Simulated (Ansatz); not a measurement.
Consider the formal exchange of groups at a Ti–Cl bond: `[NH2][Ti]([OH])([F])[Cl]` + CH₄ → `[CH3][Ti]([NH2])([OH])[F]` + HCl.

Computed with Ansatz on PBE0-D4/def2-TZVP structures; ΔE is electronic, products minus reactants. CCSD(T)/CBS is the MP2 limit (def2-TZVPP, def2-QZVPP) plus CCSD(T) − MP2 in def2-TZVPP, frozen cores. This one scheme is used for every species. DFT in def2-TZVPP. For Ti outer-core shells are correlated without core-valence functions, which leaves a few kJ/mol of doubt a bond. Scalar relativity is left out up to krypton. Each species was taken in one conformer, which may not be the lowest.

CCSD(T)/CBS gives +1.88 eV.

(1) Another level gave +2.04 eV. Which?
A. CCSD/def2-TZVPP
B. CCSD(T)/def2-TZVPP
C. BHLYP/def2-TZVPP
D. r2SCANh-D4/def2-TZVPP

Largest T1 diagnostic among the species: 0.024, so the coupled-cluster value is less sure than usual.

Results:

(1) D. r2SCANh-D4 2.04, BHLYP 1.99, CCSD(T)/def2-TZVPP 1.92, CCSD/def2-TZVPP 1.86 eV.

At CCSD(T), def2-SVP lies +0.17 eV from the extrapolated value and def2-TZVPP +0.03 eV. In def2-TZVPP, CCSD(T) changes the Hartree–Fock value by −0.11 eV (the triples alone add +0.06 eV) and MP2 by −0.04 eV.
